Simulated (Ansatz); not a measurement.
A set of 12 reactions (hydrolysis), with CCSD(T)/CBS values in kJ/mol:

```csv
reaction,ΔE
`O[Si](O)(O)[TeH]` + H₂O → `O[Si](O)(O)O` + H₂Te,-60.9
`C[CH](C)[Al]([OH])[N](C)C` + H₂O → `C[CH](C)[Al]([OH])[OH]` + `CNC`,-52.4
`FC#C[CH2][GeH3]` + H₂O → `OCC#CF` + GeH₄,87.1
`C[SiH2][B](C)[AlH2]` + H₂O → `[OH][AlH2]` + `CB[SiH2]C`,-164.5
`[BH2][GeH]([CH3])[CH3]` + H₂O → `[BH2][GeH]([CH3])[OH]` + CH₄,-43.9
`CCCCCCCCO` + H₂O → `CCCCCCCO` + CH₃OH,53.0
`N[SiH2]S[SiH3]` + H₂O → `O[SiH2]S[SiH3]` + NH₃,-43.1
`C[N](C)[Zr]([F])([SH])[Cl]` + H₂O → `[OH][Zr]([F])([SH])[Cl]` + `CNC`,-40.8
`CCB(N)N` + H₂O → `NB(N)CO` + CH₄,45.6
`CC1([SiH3])C[SiH2]1` + H₂O → `CC1(O)C[SiH2]1` + SiH₄,95.3
`[SiH3][SiH2]I` + H₂O → `O[SiH2]I` + SiH₄,-87.4
`O[Si](O)(S)[TeH]` + H₂O → `O[Si](O)(O)[TeH]` + H₂S,-45.2
```

Isolated molecules relaxed with PBE0-D4/def2-TZVP in Ansatz; ΔE leaves out vibrations. CCSD(T)/CBS is the MP2 limit (def2-TZVPP, def2-QZVPP) plus CCSD(T) − MP2 in def2-TZVPP, frozen cores. This one scheme is used for every species. DFT in def2-TZVPP. B3LYP here is the variant with VWN-RPA as its local correlation; programs differ in this. Elements past krypton have def2 core potentials. For Ge, I, Te, Zr outer-core shells are correlated without core-valence functions, which leaves a few kJ/mol of doubt a bond. Scalar relativity is left out up to krypton. One conformer a species, not always the lowest.

Give the mean, mean absolute and largest difference (level minus CCSD(T)/CBS, kJ/mol) for: PBE-D4, PBE0-D4, B3LYP-D4, ωB97X-V, PBE, r2SCAN, PBE0, HF/def2-TZVPP, MP2/def2-TZVPP, CCSD(T)/def2-TZVPP, MP2/def2-QZVPP, HF/CBS(def2), MP2/CBS(def2), CCSD/CBS(def2). (Best estimate.)

Ansatz gave: 
| level | mean | mean absolute | largest |
| --- | --- | --- | --- |
| PBE-D4 | 0.5 | 8.5 | 16.6 |
| PBE0-D4 | 0.0 | 5.9 | 12.7 |
| B3LYP-D4 | -7.6 | 7.6 | -13.8 |
| ωB97X-V | -8.6 | 8.6 | -15.5 |
| PBE | -4.3 | 10.2 | -20.8 |
| r2SCAN | -8.4 | 8.4 | -15.3 |
| PBE0 | -4.4 | 7.4 | -14.4 |
| HF/def2-TZVPP | -23.7 | 23.7 | -36.5 |
| MP2/def2-TZVPP | -0.2 | 4.2 | -11.2 |
| CCSD(T)/def2-TZVPP | -3.9 | 4.1 | -10.7 |
| MP2/def2-QZVPP | 1.9 | 5.1 | -10.3 |
| HF/CBS(def2) | -23.9 | 23.9 | -37.1 |
| MP2/CBS(def2) | 3.7 | 6.2 | 12.5 |
| CCSD/CBS(def2) | -2.6 | 2.6 | -6.6 |

The largest T1 diagnostic in the set is 0.017, for `[OH][Zr]([F])([SH])[Cl]` (customary mark 0.02).

CCSD(T)/CBS is a level of theory with its own doubt, and the functionals carry their triple-zeta basis error, so these figures describe this set and don't rank the functionals.
